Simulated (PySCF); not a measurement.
Si(H)(Me)3 (C3H10Si), SMILES C[SiH](C)C.

Geometry optimised at PBE0-D3(BJ)/def2-SVP. The isomer is the one that the SMILES or the coordinates give; other isomers of the formula were not compared.

Method: PySCF with PBE0-D3(BJ)/def2-SVP.

Frequencies are harmonic and unscaled.

Modes within 1.5 cm⁻¹ of each other (mostly degenerate sets) share a row, with their intensities summed.

Question: Give all harmonic wavenumbers and intensities. (The exact figures need the calculation; the answer reports its results.)

Answer: 
```csv
mode,ν (cm⁻¹),IR (km/mol),moving atoms (share of kinetic energy)
1,154,0.0,H 100 %
2–3,170,0.0,H 96 %
4–5,203,1.4,"C 47 %, H 41 %, Si 12 %"
6,238,1.2,"H 39 %, Si 35 %, C 25 %"
7–8,610,13.8,H 94 %
9,624,1.5,"C 67 %, H 24 %, Si 9 %"
10,670,0.0,"H 85 %, C 15 %"
11–12,713,20.5,"C 45 %, H 31 %, Si 25 %"
13–14,845,44.5,"H 69 %, C 24 %"
15,866,73.6,"H 62 %, C 23 %, Si 14 %"
16–17,910,332.3,"H 75 %, Si 14 %, C 11 %"
18–19,1259,78.0,"H 77 %, C 22 %"
20,1268,7.5,"H 80 %, C 20 %"
21,1422,0.0,H 95 %
22–23,1426,0.6,H 96 %
24–25,1436,8.5,H 96 %
26,1444,12.4,H 96 %
27,2193,158.2,H 97 %
28–30,3053,11.4,H 97 %
31–33,3155,15.1,"H 91 %, C 9 %"
34–36,3161,14.9,"H 91 %, C 9 %"
```
